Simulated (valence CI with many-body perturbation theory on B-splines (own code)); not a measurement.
E1 transitions of Mo XXXVII

Calculated by configuration interaction combined with many-body perturbation theory (CI+MBPT): four valence electrons over a frozen Dirac-Fock core [He], a basis of 11 s, 11 p, 10 d, 8 f, 5 g, 2 h functions for each j, with the one-electron correlation potential Σ1, the two-electron term Σ2, the three-electron term Σ3, Breit, model QED; selected CI, second order for the rest, scaled by the run's own slope (own B-spline code, finite nucleus).

No measured spectrum was set against this ion. As an estimate, large intervals hold to a few tenths of a per cent, small ones and those within an open d or f shell to about a per cent. Among the levels kept, up to 970 cm⁻¹ of a level comes from second order outside the variational space, and about a tenth of that is noise between levels of different J, which matters for small intervals.

Lines 101 to 150 of 538 in falling wavelength, among levels below 3473.8 eV, chosen from the strongest by gf and those to the six lowest levels. Wavelengths and rates use the calculated energies. Electric multipoles are in the length gauge, E1 and E2 with the static RPA response of the core. Weak lines are less certain than strong ones. Lines between different terms over intervals too small for the method are left out, as are lines whose strength nearly cancels. The highest levels of a list are the least certain.

Levels are named by their leading jj configuration (3d3/2^4 stands for four electrons in 3d with j = 3/2), which in mixed levels can hold well under half, so a name can repeat and another be missing. Letters in brackets count levels of one name in rising energy.

```csv
λ vac (nm),Upper,Lower,A (s⁻¹),S (a.u.) with core polarisation,S without
15.71,(2s 2p1/2 2p3/2 3p3/2) J=2 [d],(2s 2p1/2 2p3/2 3s) J=1 [c],1.13e+10,1.08e-01,1.08e-01
15.69,(2s 2p3/2^2 3p3/2) J=2 [b],(2s 2p3/2^2 3s) J=1 [a],8.32e+09,7.92e-02,7.93e-02
15.54,(2s^2 2p1/2 3p3/2) J=1,(2s^2 2p1/2 3s) J=0,1.04e+10,5.76e-02,5.76e-02
15.54,(2p1/2 2p3/2^2 3p3/2) J=1 [b],(2p1/2 2p3/2^2 3s) J=2 [b],8.53e+09,4.74e-02,4.74e-02
15.53,(2s 2p1/2^2 3p3/2) J=2,(2s 2p1/2^2 3s) J=1,1.95e+10,1.81e-01,1.81e-01
15.36,(2s 2p3/2^2 3p3/2) J=2 [c],(2s 2p3/2^2 3s) J=1 [b],1.12e+10,1.00e-01,1.00e-01
15.32,(2s^2 2p1/2 3p3/2) J=2,(2s^2 2p1/2 3s) J=1,1.82e+10,1.61e-01,1.62e-01
15.15,(2s^2 2p3/2 3d3/2) J=1,(2s^2 2p3/2 3p1/2) J=1,9.14e+09,4.71e-02,4.71e-02
14.99,(2s 2p3/2^2 3p3/2) J=2 [a],(2s 2p3/2^2 3s) J=2 [a],1.15e+10,9.56e-02,9.56e-02
14.81,(2s 2p1/2 2p3/2 3p3/2) J=1 [d],(2s 2p1/2 2p3/2 3s) J=0,8.87e+09,4.26e-02,4.26e-02
14.66,(2p1/2^2 2p3/2 3p3/2) J=2,(2p1/2^2 2p3/2 3s) J=2,9.50e+09,7.38e-02,7.38e-02
14.53,(2s^2 2p3/2 3p3/2) J=2,(2s^2 2p3/2 3s) J=1,9.95e+09,7.54e-02,7.54e-02
14.50,(2s 2p1/2 2p3/2 3p3/2) J=1 [c],(2s 2p1/2 2p3/2 3s) J=1 [b],1.23e+10,5.53e-02,5.53e-02
13.93,(2p1/2 2p3/2^2 3p3/2) J=2 [b],(2p1/2 2p3/2^2 3s) J=2 [b],2.12e+10,1.42e-01,1.42e-01
13.81,(2s 2p1/2 2p3/2 3p3/2) J=3 [b],(2s 2p1/2 2p3/2 3s) J=3,1.01e+10,9.16e-02,9.16e-02
13.75,(2s 2p1/2 2p3/2 3p3/2) J=2 [a],(2s 2p1/2 2p3/2 3s) J=2 [a],7.62e+09,4.89e-02,4.89e-02
13.70,(2p1/2 2p3/2^2 3p3/2) J=1 [b],(2p1/2 2p3/2^2 3s) J=1 [a],1.19e+10,4.55e-02,4.55e-02
13.70,(2p1/2^2 2p3/2 3p3/2) J=0,(2p1/2^2 2p3/2 3s) J=1,3.23e+10,4.09e-02,4.10e-02
13.53,(2s 2p3/2^2 3p3/2) J=1 [c],(2s 2p3/2^2 3s) J=1 [b],1.46e+10,5.34e-02,5.34e-02
12.54,(2s 2p1/2 2p3/2 3p1/2) J=3,(2s^2 2p3/2 3p1/2) J=2,5.26e+09,3.58e-02,3.59e-02
11.93,(2p1/2 2p3/2^2 3p1/2) J=3,(2s 2p3/2^2 3p1/2) J=2 [b],9.91e+09,5.82e-02,5.83e-02
10.88,(2s 2p1/2^2 2p3/2) J=2,(2s^2 2p1/2 2p3/2) J=2,1.71e+09,5.44e-03,5.46e-03
9.817,(2s 2p1/2^2 2p3/2) J=2,(2s^2 2p1/2 2p3/2) J=1,3.47e+09,8.10e-03,8.12e-03
9.701,(2s 2p1/2 2p3/2^2) J=3,(2s^2 2p3/2^2) J=2,5.21e+09,1.64e-02,1.65e-02
8.273,(2s 2p1/2 2p3/2^2) J=1 [b],(2s^2 2p3/2^2) J=0,4.98e+09,4.17e-03,4.19e-03
8.122,(2p1/2 2p3/2^2 3p3/2) J=3 [a],(2s 2p3/2^2 3p3/2) J=4,1.44e+10,2.66e-02,2.67e-02
7.864,(2p1/2 2p3/2^2 3p1/2) J=3,(2s 2p3/2^2 3p1/2) J=3,2.02e+10,3.40e-02,3.41e-02
7.636,(2s 2p1/2^2 2p3/2) J=1,(2s^2 2p1/2 2p3/2) J=2,8.46e+09,5.58e-03,5.59e-03
7.464,(2p1/2 2p3/2^2 3s) J=2 [b],(2s 2p3/2^2 3s) J=2 [a],2.34e+10,2.41e-02,2.41e-02
7.415,(2p1/2^2 2p3/2 3s) J=1,(2s 2p1/2 2p3/2 3s) J=2 [b],3.71e+10,2.24e-02,2.24e-02
7.412,(2p1/2^2 2p3/2 3d5/2) J=3,(2s 2p1/2 2p3/2 3d5/2) J=4 [b],2.31e+10,3.25e-02,3.26e-02
7.341,(2p1/2 2p3/2^2 3p3/2) J=4,(2s 2p3/2^2 3p3/2) J=4,2.08e+10,3.65e-02,3.66e-02
7.324,(2p1/2^2 2p3/2 3d3/2) J=3,(2s 2p1/2 2p3/2 3d3/2) J=4,1.95e+10,2.64e-02,2.65e-02
7.319,(2p1/2^2 2p3/2 3p3/2) J=2,(2s 2p1/2 2p3/2 3p3/2) J=3 [b],2.50e+10,2.42e-02,2.42e-02
7.270,(2p1/2^2 2p3/2 3p3/2) J=3,(2s 2p1/2 2p3/2 3p3/2) J=4,3.14e+10,4.17e-02,4.18e-02
7.250,(2p1/2^2 2p3/2 3p1/2) J=2,(2s 2p1/2 2p3/2 3p1/2) J=3,3.28e+10,3.08e-02,3.09e-02
7.237,(2p1/2^2 2p3/2 3d5/2) J=4,(2s 2p1/2 2p3/2 3d5/2) J=5,3.27e+10,5.50e-02,5.51e-02
7.196,(2s 2p1/2 2p3/2^2) J=2 [b],(2s^2 2p3/2^2) J=2,5.09e+09,4.68e-03,4.69e-03
7.100,(2p1/2^2 2p3/2 3s) J=2,(2s 2p1/2 2p3/2 3s) J=3,3.14e+10,2.77e-02,2.78e-02
6.970,(2p1/2 2p3/2^3) J=2,(2s 2p3/2^3) J=2,3.69e+10,3.09e-02,3.09e-02
6.930,(2s 2p1/2 2p3/2^2) J=1 [b],(2s^2 2p3/2^2) J=2,3.97e+09,1.96e-03,1.96e-03
6.552,(2p1/2^2 2p3/2^2) J=2,(2s 2p1/2 2p3/2^2) J=3,4.72e+10,3.27e-02,3.28e-02
6.007,(2s 2p3/2^2 3p3/2) J=3 [a],(2s^2 2p3/2 3p3/2) J=2,2.32e+10,1.74e-02,1.74e-02
5.713,(2p1/2 2p3/2^2 3p3/2) J=2 [a],(2s 2p1/2 2p3/2 3p3/2) J=1 [c],3.50e+10,1.61e-02,1.61e-02
5.651,(2s 2p3/2^2 3d5/2) J=5,(2s^2 2p3/2 3d5/2) J=4,2.14e+10,2.09e-02,2.10e-02
5.563,(2p1/2 2p3/2^2 3s) J=2 [a],(2s 2p1/2 2p3/2 3s) J=1 [c],6.08e+10,2.58e-02,2.59e-02
5.557,(2s 2p3/2^2 3p3/2) J=4,(2s^2 2p3/2 3p3/2) J=3,2.28e+10,1.74e-02,1.74e-02
5.527,(2p1/2 2p3/2^2 3p3/2) J=3 [a],(2s 2p1/2 2p3/2 3p3/2) J=2 [c],3.59e+10,2.10e-02,2.10e-02
5.512,(2s 2p3/2^2 3p1/2) J=3,(2s^2 2p3/2 3p1/2) J=2,2.73e+10,1.58e-02,1.59e-02
5.436,(2s 2p1/2 2p3/2^2) J=2 [a],(2s^2 2p1/2 2p3/2) J=1,3.86e+10,1.53e-02,1.53e-02
```
